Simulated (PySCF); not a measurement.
CH10ClNSi3, SMILES C[Si@](N)(Cl)[SiH2][SiH3].

Geometry: B3LYP-D3(BJ)/def2-SVP. The structure was generated by enumeration; whether it is a known compound was not checked. Other conformers were not sampled.

Computed with SMD-PBE0/6-31G* (PySCF).

Solvation free energies are E(SMD) − E(gas) at the gas-phase geometry, for 1 M in both phases. In vacuum the dipole moment is 2.17 D.

Computed solvation free energies in water, methanol, ethanol:
| solvent | ΔG(solv) (kcal/mol) | its non-electrostatic (CDS) part | dipole (D) |
|---|---|---|---|
| water | -0.7 | 5.8 | 2.81 |
| methanol | -6.2 | 0.0 | 2.79 |
| ethanol | -6.2 | -0.1 | 2.78 |
